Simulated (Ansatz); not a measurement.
```xyz
2

H     0.0000    0.0000    0.0000
F     0.0000    0.0000    0.9200
```

Basis set: pcseg-2 (spherical functions). Charge 0, multiplicity 1.

Computed with Ansatz (development build ahead of 0.2.0); each method stands on the lowest determinant of its kind that the runs found.

(1) Give the atomization energy at this shape (free ground-state atoms in the same class of orbitals less the molecule, no zero-point energy) of singlet HF by RHF, UHF.

Results:

(1)

```tsv
method	atomization energy
RHF	4.33 eV
UHF	4.20 eV
```

The shape needn't be a minimum at these levels.
